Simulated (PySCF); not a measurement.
**Excitation energy of Dy by level of theory**

Dy [Xe] 4f10 6s2 (high-spin determinant) → Dy [Xe] 4f9 5d1 6s2 (high-spin determinant), as a difference of total energies. All numbers are calculated (PySCF 2.14, scalar relativity by spin-free X2C-1e, in cc-pVDZ-X2C (8s7p5d3f1g, 84 functions)). Correlated levels: valence: [Kr] 4d10 frozen; valence and next inner shell: [Ar] 3d10 frozen. The calculations carry no spin-orbit coupling.

| method | excitation energy (eV) |
| --- | --- |
| UHF | -2.189 |
| LDA | 1.954 |
| PBE | 1.845 |
| PBE0 | 0.914 |
| r2SCAN | 1.226 |
| MP2 (valence) | 0.860 |
| SCS-MP2 (valence) | 0.691 |
| MP2 (valence and next inner shell) | 1.150 |
| SCS-MP2 (valence and next inner shell) | 0.910 |

How much does correlation contribute at MP2 (valence and next inner shell)?

1.150 − (-2.189) = 3.339 eV, measured against UHF.

A first-order spin-orbit estimate (lowest level to lowest level, LS coupling) adds 0.216 eV.

The determinant of the upper state and of the lower state mixes LS terms, which raises its energy above the lowest term, most at the Hartree-Fock and MP2 levels.
